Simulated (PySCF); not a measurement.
C3HBrCl2, SMILES ClC(Cl)=C=CBr. Geometry: PBE-D3(BJ)/def2-SVP. This is a generated structure with no PubChem entry under its InChIKey; it may be hypothetical.

Computed equilibrium geometry at PBE-D3(BJ)/def2-SVP (PySCF confirms it by a frequency run) as Cartesian coordinates in Å, and its point group:
point group Cs.
```xyz
7

Cl    -2.4161    -0.1473     1.4676
C     -1.5298     0.1517     0.0000
Cl    -2.4161    -0.1473    -1.4676
C     -0.2826     0.5807     0.0000
C      0.9651     0.9860     0.0000
Br     2.4558    -0.2099     0.0000
H      1.2752     2.0438     0.0000
```
